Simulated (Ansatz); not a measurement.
Born–Oppenheimer molecular dynamics of ClGaH₆N₂O (11 atoms, charge 0, multiplicity 1). It starts at the highest image of a converged band. Of that band: Beside the main top the profile has a ripple of under 15 meV (maxima at images 2, 4), which may be a very shallow well or noise. A vibrational analysis at the climbing image gives one clearly imaginary mode, 740i cm⁻¹: a first-order saddle point.

Method: RKS PBE-D4/def2-SVP in Ansatz 0.2.0.

```
ensemble                      : NVE (velocity Verlet)
time step                     : 0.5 fs
steps asked                   : 200
starting velocities drawn for : 100 K
seed                          : 4360
```

First frame:

```xyz
11
Properties=species:S:1:pos:R:3
Ga -0.023 -0.192 0.083
N -0.014 -0.261 2.051
H -0.906 -0.134 2.542
H 0.711 0.277 2.541
Cl 1.714 0.846 -0.740
N -1.716 -0.261 -0.699
H -2.263 0.585 -0.488
H -1.668 -0.309 -1.725
O 0.543 -2.071 0.553
H -0.157 -2.723 0.355
H 0.315 -1.524 1.583
```

**Question.** How far do the bonds stretch over the last three quarters of this one trajectory? (Pairs bonded in most of those frames.)

**Answer.** 
| bond | mean (Å) | spread (Å) | shortest | longest |
| --- | --- | --- | --- | --- |
| Ga1–N2 | 1.892 | 0.018 | 1.87 | 1.93 |
| Ga1–Cl5 | 2.184 | 0.003 | 2.18 | 2.19 |
| Ga1–N6 | 1.863 | 0.008 | 1.85 | 1.87 |
| Ga1–O9 | 2.221 | 0.084 | 2.02 | 2.30 |
| N2–H3 | 1.026 | 0.002 | 1.02 | 1.03 |
| N2–H4 | 1.026 | 0.002 | 1.02 | 1.03 |
| N6–H7 | 1.029 | 0.011 | 1.01 | 1.05 |
| N6–H8 | 1.027 | 0.008 | 1.01 | 1.04 |
| O9–H10 | 0.980 | 0.004 | 0.97 | 0.99 |
| O9–H11 | 1.010 | 0.017 | 0.98 | 1.06 |

Mean temperature of the second half: 82 K. The conserved energy stayed within 0.027 meV per atom of its start (net change 0.0088 meV per atom), so the integration is sound. A run of 0.1 ps of so small a system gives no equilibrium averages. The orbitals stay closed-shell, which can raise the energy where a bond breaks towards radicals; this wasn't checked here.

The run took 4.7 min on 4 threads of Arm Neoverse V1 (shared host), peak memory 0.2 GiB.
